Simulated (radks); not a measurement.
The numbers below are computed, except where a source is named.
Species: the hafnium ion Hf63+. Configuration: [He] 2s2 2p5 (the NIST ground configuration).

Level of theory: non-relativistic Kohn-Sham, TPSS, spin-polarised, spherical densities, point nucleus; open shells are filled with parallel spins first (spin-orbit coupling, left out, can overturn this in heavy ions); meta-GGA in the generalised Kohn-Sham scheme; relativity is left out, which matters for an element this heavy (a radial shooting solver on a logarithmic mesh with Libxc functionals).

Energy parts (hartree):
| part | energy |
|---|---|
| total | -9217.6870 |
| kinetic | 9217.3074 |
| electron-nucleus | -18925.9776 |
| Hartree | 600.5461 |
| exchange-correlation | -109.5628 |

Orbitals (lengths in bohr, moments of r in powers of bohr; r(max) is where P^2 peaks):
| orbital | occ. | eigenvalue (hartree) | <r^4> | r(max) | <r^2> |
|---|---|---|---|---|---|
| 1s up | 1 | -2422.244 | 8.766e-07 | 0.01395 | 0.0005901 |
| 1s down | 1 | -2421.718 | 8.759e-07 | 0.01395 | 0.0005898 |
| 2s up | 1 | -552.7380 | 0.0001290 | 0.07514 | 0.008839 |
| 2s down | 1 | -551.9218 | 0.0001294 | 0.07518 | 0.008851 |
| 2p up | 3 | -541.0838 | 0.00007997 | 0.05823 | 0.006499 |
| 2p down | 2 | -540.0919 | 0.00008028 | 0.05827 | 0.006510 |

The highest occupied level is 2p down at -14696.7 eV. For comparison, the ionisation energy in NIST's Atomic Spectra Database is 14999 eV (theoretical). In exact Kohn-Sham theory the highest level is minus the ionisation energy, but local and semilocal functionals leave it too shallow, through self-interaction and a potential that decays too fast; potentials with the right tail come closer. The density falls to 0.001 e/bohr^3 at r = 0.33 bohr. Virial ratio -V/T = 2.00004. The electron density at the nucleus is 2.614e+05 e/bohr^3. The spin density at the nucleus is 10.58 e/bohr^3 (1s -20.26, 2s 30.84). Summed over all electrons, <r^2> = 0.05139 bohr^2, which gives a Langevin (diamagnetic) susceptibility term of -0.0407 x 10^-6 cm^3/mol.
